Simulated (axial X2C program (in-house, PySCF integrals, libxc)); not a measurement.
# Bond lengths and stretching modes, held linear, of CGeO

Computed with an axial X2C code built on PySCF integrals: two-component X2C with atomic mean-field Coulomb and Gaunt terms, Gaussian nuclei, basis C dyall-v3z, Ge dyall-v3z, O dyall-av3z with contracted cores. Spin-free rows use the one-electron spin-free X2C Hamiltonian.

Masses C 12.000, Ge 73.921, O 15.995 u. States: 2c Ω = 1 (beyond evenly filled blocks: ω = -1/2, ω = 3/2); spin-free M_S = 1, Λ = 0 (beyond evenly filled blocks: π+α, π-α).

HF, 2c: energies above the lowest point

| r(C–Ge) (Å) | r(Ge–O) (Å) | E (meV) |
| --- | --- | --- |
| 1.8603 | 1.5756 | 55.76 |
| 1.8603 | 1.6160 | 88.03 |
| 1.8603 | 1.6564 | 202.11 |
| 1.9080 | 1.5756 | 16.55 |
| 1.9080 | 1.6160 | 49.02 |
| 1.9080 | 1.6564 | 163.69 |
| 1.9080 | 1.6968 | 342.36 |
| 1.9557 | 1.5756 | 0.00 |
| 1.9557 | 1.6160 | 32.42 |
| 1.9557 | 1.6564 | 147.42 |
| 2.0034 | 1.6160 | 29.68 |
| 2.0034 | 1.6968 | 324.50 |

Task: Fit a quadratic surface with cubic terms in each bond: where is the minimum, and what are the two stretching wavenumbers?

Result: At HF, 2c: bonds 1.996 and 1.581 Å; harmonic stretches 262.8 and 1112.6 cm⁻¹; force constants 0.431, 9.59 and coupling 0.03 mdyn/Å.

The other levels and Hamiltonians give:

```json
{"Hamiltonian": "2c", "level": "PBE0", "r(C–Ge) (Å)": "1.908", "r(Ge–O) (Å)": "1.615", "lower stretch (cm⁻¹)": "588.6", "upper stretch (cm⁻¹)": "1013.6"}
{"Hamiltonian": "2c", "level": "LDA", "r(C–Ge) (Å)": "1.887", "r(Ge–O) (Å)": "1.624", "lower stretch (cm⁻¹)": "609.2", "upper stretch (cm⁻¹)": "967.1"}
{"Hamiltonian": "2c", "level": "MP2", "r(C–Ge) (Å)": "1.915", "r(Ge–O) (Å)": "1.631", "lower stretch (cm⁻¹)": "605.3", "upper stretch (cm⁻¹)": "985.3"}
{"Hamiltonian": "spin-free", "level": "PBE0", "r(C–Ge) (Å)": "1.908", "r(Ge–O) (Å)": "1.614", "lower stretch (cm⁻¹)": "588.9", "upper stretch (cm⁻¹)": "1013.9"}
{"Hamiltonian": "spin-free", "level": "HF", "r(C–Ge) (Å)": "1.995", "r(Ge–O) (Å)": "1.581", "lower stretch (cm⁻¹)": "266.0", "upper stretch (cm⁻¹)": "1112.9"}
{"Hamiltonian": "spin-free", "level": "LDA", "r(C–Ge) (Å)": "1.887", "r(Ge–O) (Å)": "1.624", "lower stretch (cm⁻¹)": "609.5", "upper stretch (cm⁻¹)": "967.3"}
{"Hamiltonian": "spin-free", "level": "MP2", "r(C–Ge) (Å)": "1.915", "r(Ge–O) (Å)": "1.631", "lower stretch (cm⁻¹)": "605.3", "upper stretch (cm⁻¹)": "985.3"}
```

Each state is one determinant, the lowest of a limited PBE0 search; the stretches come from a fit to these few points and carry an uncertainty of a few per cent. Other orders of the atoms were not compared. The levels spread by more than a fifth, so the stretches depend strongly on the method. MP2 freezes inner shells (threshold -2 hartree). The molecule was held linear; bending was not examined, so a bent shape may lie lower. Open-shell Ω = 0 determinants with evenly filled partner blocks cannot be reached by this program, so the Ω shown need not be the lowest component. Note: several unpaired electrons, one determinant need not be a pure state.
